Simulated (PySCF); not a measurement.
# Two-component Hartree-Fock for Si (silicon, neutral)

Start: [Ne] 3s2 3p2; 3p1/2 filled at m_j = -1/2, +1/2. Calculated with PySCF 2.14 in x2c-SVPall-2c (4s4p1d, 21 functions): generalised Hartree-Fock with the X2C-1e Hamiltonian and a Gaussian nucleus; one run each with spin-orbit coupling (SO) switched off, then screened by Boettger's factors.

```csv
spinor shell,electrons,"ε, spin-free (eV)","ε, screened SO (eV)",weight of nominal j (screened SO),"rms radius, screened SO (bohr)"
1s1/2,2,-1875.6,-1875.6,1.000,0.129
2s1/2,2,-167.90,-167.89,1.000,0.613
2p1/2,2,-115.54,-116.23,0.851,0.597
3s1/2,2,-14.569,-14.565,0.999,2.39
3p1/2,2,-8.049,-8.054,0.508,2.93
```

Q: Where does 2p3/2 lie, and what is the 2p spin-orbit splitting (screened SO)?

A: At -115.18 eV, 1.056 eV above 2p1/2.

```
   quantity   spin-free  screened SO
E (hartree)  -289.34560   -289.34614
        M_J           0            0
       ⟨J²⟩       2.009        1.960
       ⟨L²⟩       2.007        2.007
       ⟨S²⟩       2.002        2.002
```

The determinant has a definite M_J but mixes levels of different J.

Each row is a mean over spinors that exchange with the open shell spreads, by up to 4.284 eV (3s1/2).

Rows whose weight is well below 1 are mixtures of j = l ± 1/2: exchange outweighs spin-orbit coupling there, and the label is only the starting occupation.

Without spin-orbit coupling the j labels of p, d and f shells carry no meaning; the spin-free column gives the mean over the occupied spinors of each nl shell.
